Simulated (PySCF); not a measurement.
F6Se, SMILES F[Se](F)(F)(F)(F)F. Geometry: PBE-D3(BJ)/def2-SVP.

Computed with PBE-D3(BJ)/def2-SVP in PySCF 2.14.0.

Harmonic wavenumbers (cm⁻¹): 243, 243, 243, 360, 360, 360, 403, 403, 403, 629, 629, 657, 744, 744, 744. Rotational constants (GHz): 2.209, 2.209, 2.209; symmetry number 24.

Problem. Work out the zero-point energy and the ideal-gas rigid-rotor harmonic-oscillator thermochemistry at 298.15 K and 1 atm.

Solution. ZPE = ½ Σ hcν = ½ × 7166 cm⁻¹ = 42.86 kJ/mol. H − E(el) = 63.72 kJ/mol. Entropy in J/(mol K): translation 174.38, rotation 89.85, vibration 56.49, total 320.72. G − E(el) = -31.90 kJ/mol. Cp = 114.74 J/(mol K).
